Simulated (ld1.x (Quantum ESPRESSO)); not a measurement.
**An all-electron radial function and its pseudo partner (Cr (Z = 24))**

Columns: radius, all-electron u(r) and pseudo u(r) of the 4p shell (level -0.99 eV) of chromium in the configuration [Ne] 3s2 3p6 3d5 4s1 4p0; PBE, scalar-relativistic, PAW scheme, ld1.x (Quantum ESPRESSO) 7.5.

```csv
r (bohr),all-electron,pseudo
0.075,0.0554,-0.0075
0.150,0.0874,-0.0288
0.225,0.0660,-0.0610
0.300,0.0165,-0.0996
0.375,-0.0385,-0.1395
0.450,-0.0862,-0.1754
0.525,-0.1214,-0.2029
0.600,-0.1428,-0.2187
0.675,-0.1513,-0.2216
0.750,-0.1490,-0.2117
0.825,-0.1380,-0.1909
0.900,-0.1206,-0.1619
0.975,-0.0985,-0.1279
1.050,-0.0733,-0.0919
1.125,-0.0462,-0.0563
1.200,-0.0181,-0.0224
1.275,0.0104,0.0091
1.350,0.0388,0.0386
1.425,0.0666,0.0666
1.500,0.0937,0.0937
1.575,0.1198,0.1198
1.650,0.1448,0.1448
1.725,0.1688,0.1688
1.800,0.1915,0.1915
1.875,0.2131,0.2131
1.950,0.2335,0.2335
```

**Question.** How many radial nodes do the two functions have?

**Answer.** The all-electron 4p function has n − l − 1 = 2; the pseudo-wave has 1, since 1 lower shell of the same l stays in the valence.

**Question.** At about which radius was the pseudo-wave matched?

**Answer.** 1.50 bohr. The columns agree to 0.0005 from 1.35 bohr on; several derivatives are matched, so the curves merge somewhat inside the radius.

**Question.** Is the pseudo-wave norm-conserving?

**Answer.** No, it belongs to a PAW set: the norm inside the radius is not constrained, and the difference is carried by the augmentation charge.
